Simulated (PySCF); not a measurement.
# Correlation energy of F⁺ (fluorine, charge +1)

[He] 2s1 2p5, high-spin 3P determinant (an excited configuration). Calculation: PySCF 2.14, in x2c-QZVPPall with one added diffuse shell each of s, p, d, f type (8s5p4d3f1g, 73 functions); the spin-free X2C one-electron Hamiltonian (Gaussian nucleus). Frozen: 1s2; 6 electrons correlated.

```
  level  correlation energy (mhartree)
   CCSD                        -217.20
    (T)                          -5.84
CCSD(T)                        -223.04
```

Diagnostics: T1 = 0.0068, D1 = 0.0142, largest double amplitude 0.047.

Cost of the coupled-cluster step: of the order of 8 core-seconds, for 6 correlated electrons.

Iterations:

```
CC2 = 0
CCSD nocc = (np.int64(4), np.int64(2)), nmo = (72, 72)
frozen orbitals [[0], [0]]
max_cycle = 100
direct = 0
conv_tol = 1e-08
conv_tol_normt = 1e-06
diis_space = 8
diis_start_cycle = 0
Init t2, MP2 energy = -0.193964191915228
Init E_corr(UCCSD) = -0.193964191916036
cycle = 1  E_corr(UCCSD) = -0.207953021910097  dE = -0.01398883  norm(t1,t2) = 0.042132
cycle = 2  E_corr(UCCSD) = -0.212642004686629  dE = -0.00468898278  norm(t1,t2) = 0.022449
cycle = 3  E_corr(UCCSD) = -0.217238735639301  dE = -0.00459673095  norm(t1,t2) = 0.0133938
cycle = 4  E_corr(UCCSD) = -0.217139336200482  dE = 9.93994388e-05  norm(t1,t2) = 0.00340606
cycle = 5  E_corr(UCCSD) = -0.217165330604127  dE = -2.59944036e-05  norm(t1,t2) = 0.00127445
cycle = 6  E_corr(UCCSD) = -0.217213231182527  dE = -4.79005784e-05  norm(t1,t2) = 0.000616979
cycle = 7  E_corr(UCCSD) = -0.217201840584812  dE = 1.13905977e-05  norm(t1,t2) = 0.000206352
cycle = 8  E_corr(UCCSD) = -0.217199374277085  dE = 2.46630773e-06  norm(t1,t2) = 0.000930227
cycle = 9  E_corr(UCCSD) = -0.2172020124911  dE = -2.63821402e-06  norm(t1,t2) = 4.22264e-05
cycle = 10  E_corr(UCCSD) = -0.217202116242225  dE = -1.03751125e-07  norm(t1,t2) = 1.22534e-05
cycle = 11  E_corr(UCCSD) = -0.217202252070922  dE = -1.35828697e-07  norm(t1,t2) = 4.76582e-06
cycle = 12  E_corr(UCCSD) = -0.217202129214984  dE = 1.22855938e-07  norm(t1,t2) = 1.44615e-06
cycle = 13  E_corr(UCCSD) = -0.217202147523533  dE = -1.83085489e-08  norm(t1,t2) = 5.24169e-07
cycle = 14  E_corr(UCCSD) = -0.217202160180667  dE = -1.26571342e-08  norm(t1,t2) = 1.17115e-07
cycle = 15  E_corr(UCCSD) = -0.217202160700112  dE = -5.19445653e-10  norm(t1,t2) = 3.73479e-08
UCCSD converged
E(UCCSD) = -98.34473966737892  E_corr = -0.2172021607001123
UCCSD(T) correction = -0.00583704960139596
```
